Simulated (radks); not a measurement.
Initial-state core-level shifts of the thallium ion Tl+ when its valence configuration changes from [Hg]. Calculated with a radial shooting solver on a logarithmic mesh with Libxc functionals: scalar-relativistic Kohn-Sham, PBE, spin-unpolarised, spherical densities, finite nucleus; Fermi nuclear charge, rms radius 5.4759 fm. Shifts are changes of the shell-averaged eigenvalues in eV (positive: less bound); the change of the density at the nucleus, which sets a Mossbauer isomer shift, is in e/bohr^3, on a base of 2.72e+06.

| valence | 2s | 3s | 3p | 3d | density at nucleus |
|---|---|---|---|---|---|
| [Xe] 4f13 5d10 6s2 6p1 | -21.222 | -23.319 | -23.276 | -23.137 | +259.6 |
| [Xe] 4f13.5 5d10 6s2 6p0.5 | -10.492 | -11.532 | -11.511 | -11.440 | +128.1 |
| [Xe] 4f14 5d10 6s1 6p1 | -1.910 | -1.924 | -1.924 | -1.921 | -212.4 |
| [Xe] 4f13 5d10 6s1 6p2 | -23.029 | -25.140 | -25.097 | -24.954 | +14.6 |
| [Xe] 4f14 5d9 6s2 6p1 | -6.179 | -6.113 | -6.112 | -6.131 | +70.7 |
| [Xe] 4f12 5d10 6s1 6p3 | -45.092 | -49.369 | -49.277 | -49.003 | +254.5 |
| [Xe] 4f12 5d10 6s2 6p2 | -43.369 | -47.631 | -47.539 | -47.267 | +532.5 |
